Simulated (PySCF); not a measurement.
BFI2, SMILES FB(I)I. The structure is a stationary point at PBE0-D3(BJ)/def2-SVP. The def2 effective core potentials stand for the cores of I; spin–orbit coupling is left out.

Computed with PBE0-D3(BJ)/def2-SVP (PySCF 2.14.0).

Harmonic wavenumbers (cm⁻¹): 120, 271, 348, 418, 787, 1328. Rotational constants (GHz): 4.871, 0.5746, 0.5140; symmetry number 2.

### Question
Work out the zero-point energy and the ideal-gas rigid-rotor harmonic-oscillator thermochemistry at 298.15 K and 1 atm.

### Answer
ZPE = ½ Σ hcν = ½ × 3272 cm⁻¹ = 4.68 kcal/mol. H − E(el) = 8.24 kcal/mol. Entropy in cal/(mol K): translation 42.83, rotation 28.41, vibration 7.00, total 78.25. G − E(el) = -15.09 kcal/mol. Cp = 15.43 cal/(mol K). Modes under 150 cm⁻¹ make the vibrational entropy uncertain.
